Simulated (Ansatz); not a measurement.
C$_{2}$H$_{8}$O$_{2}$Si$_{2}$ (`C=C[Si](O)(O)[SiH3]`) at its PBE0-D4/def2-TZVP geometry, where that method's forces vanish. Total charge 0; spin multiplicity 1.

```xyz
14

C    -0.9325    0.7711    2.0668
C    -1.1792    0.0451    0.9786
Si    0.1694   -0.5897   -0.1233
O    -0.3767   -2.0620   -0.6298
O     1.5977   -0.6817    0.6944
Si    0.6377    0.8190   -1.9389
H     0.0826    1.0157    2.3693
H    -1.7254    1.1562    2.7019
H    -2.2151   -0.1614    0.7148
H     0.1432   -2.5172   -1.2942
H     1.5945   -1.1820    1.5140
H     1.2496    2.0965   -1.4851
H     1.5725    0.1575   -2.8934
H    -0.6183    1.1327   -2.6750
```

Task: What forces (eV/Å) does PBE-D4/def2-TZVPP give on these atoms in the Gaussian-basis code of Ansatz? (An estimate is asked.)

Result: Computed: 
```
C1   0.050  0.194  0.289
C2  -0.043 -0.207 -0.314
Si3 -0.146  0.318 -0.126
O4  -0.451 -0.261  0.128
O5   0.484  0.233 -0.134
Si6 -0.006 -0.037  0.066
H7   0.211  0.057  0.075
H8  -0.161  0.087  0.144
H9  -0.221 -0.047 -0.068
H10  0.239 -0.219 -0.316
H11  0.008 -0.229  0.394
H12  0.064  0.138  0.034
H13  0.094 -0.060 -0.100
H14 -0.122  0.032 -0.073
```
